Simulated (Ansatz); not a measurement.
```xyz
2

Cu   -0.0058   -0.0076   -0.0522
H     0.0009   -0.0056    1.4187
```

Basis set: STO-3G (spherical functions). Frozen core: 5 orbitals. Charge 0, multiplicity 1.

Computed with Ansatz (development build ahead of 0.2.0); each method stands on the lowest determinant of its kind that the runs found. Restricted open shells among the atoms or ions are ROHF, correlated in semicanonical orbitals with singles.

(1) Give the atomization energy at this shape (free ground-state atoms in the same class of orbitals less the molecule, no zero-point energy) of singlet CuH by RHF-MP2, RHF.

Answers

(1)

| method | atomization energy |
| --- | --- |
| RHF-MP2 | 3.32 eV |
| RHF | 2.99 eV |

This basis has no polarisation functions and is too small for such energies, which can lie far from measured ones in either direction.
